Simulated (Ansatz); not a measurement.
Input file for Ansatz (an electronic-structure program): R-B3LYP-D3(BJ)/def2-TZVP on HCl (SMILES Cl).

Ansatz 0.2 input:
```yaml
crystal:
  periodic: [false, false, false]
  atoms:
    - {symbol: Cl, position_ang: [0.00000000, 0.00000000, 0.64000000]}
    - {symbol: H, position_ang: [0.00000000, 0.00000000, -0.64000000]}
basis:
  gaussian:
    orbitals: def2-TZVP
hamiltonian:
  xc: b3lyp
  dispersion: d3bj
relax: {f_tol: 0.004, max_steps: 120}
scf: {lower_state_search: off}
```

It printed:

```
WARN ansatz: RAYON_NUM_THREADS=4 ignored (pool sized by the plan → 4); use --threads N
Functional definition: B3LYP
these checks for a lower state are left out or cut short: stability, starts, cluster_reference, orbital_swaps, neighbouring_geometries, increment
integrals: 0.00 GiB planned
307 factors; their error is unknown
mean field: 0.11 GiB planned
mean field evaluation 1: about -12539.6720 eV, gradient 1.0e1 eV
mean field evaluation 2: about -12539.7274 eV, gradient 1.1e1 eV
mean field evaluation 4: about -12539.9314 eV, gradient 2.5e-1 eV
mean field evaluation 8: about -12539.9615 eV, gradient 4.4e-4 eV
mean field -12539.96148220 eV, -460.8350845798 hartree, gradient 2.3e-6 eV, S^2 0.000000; 0 other end points of the search recorded, 0 dependent functions left out
the calculation of the forces begins
reference -12539.96163216 eV, -460.8350900904 hartree; 9, 9 occupied and 34, 34 virtual orbitals, 307 factors
relax step   1: F+E_penalty+E_count = -12539.97677534 eV  Δ(F+E_penalty+E_count) = +0.000e0 eV  max|allowed force component| = 6.319e-2 eV/Å  Δτ_max = 0.0000 Å  (12 SCF iters, accepted)
these checks for a lower state are left out or cut short: stability, starts, cluster_reference, orbital_swaps, neighbouring_geometries, increment
integrals: 0.00 GiB planned
307 factors; their error is unknown
mean field: 0.11 GiB planned
mean field evaluation 16: about -12539.9615 eV, gradient 5.5e-2 eV
mean field -12539.96153448 eV, -460.8350865010 hartree, gradient 2.1e-6 eV, S^2 0.000000; 0 other end points of the search recorded, 0 dependent functions left out
the calculation of the forces begins
reference -12539.96168447 eV, -460.8350920131 hartree; 9, 9 occupied and 34, 34 virtual orbitals, 307 factors
relax step   2: F+E_penalty+E_count = -12539.97682753 eV  Δ(F+E_penalty+E_count) = -5.219e-5 eV  max|allowed force component| = 2.668e-2 eV/Å  Δτ_max = 0.0006 Å  (12 SCF iters, accepted)
these checks for a lower state are left out or cut short: stability, starts, cluster_reference, orbital_swaps, neighbouring_geometries, increment
integrals: 0.00 GiB planned
307 factors; their error is unknown
mean field: 0.11 GiB planned
mean field -12539.96154592 eV, -460.8350869214 hartree, gradient 1.6e-6 eV, S^2 0.000000; 0 other end points of the search recorded, 0 dependent functions left out
the calculation of the forces begins
reference -12539.96169594 eV, -460.8350924346 hartree; 9, 9 occupied and 34, 34 virtual orbitals, 307 factors
relax step   3: F+E_penalty+E_count = -12539.97683891 eV  Δ(F+E_penalty+E_count) = -1.138e-5 eV  max|allowed force component| = 8.997e-5 eV/Å  Δτ_max = 0.0004 Å  (12 SCF iters, accepted)
Total energy: -12539.97698893 eV, -460.8356544415 hartree
Atom 0 at    -0.000000    -0.000000     0.641006 Å, force    -0.000000    -0.000000     0.000090 eV/Å
Atom 1 at     0.000000     0.000000    -0.641006 Å, force     0.000000     0.000000    -0.000090 eV/Å
Dipole moment:    -0.000000    -0.000000    -0.258088 e Å
Checks for a lower state left out: stability, starts, cluster_reference, orbital_swaps, neighbouring_geometries, increment
```

The run converged.

Cost: about 0.8 core-seconds (a rough figure).
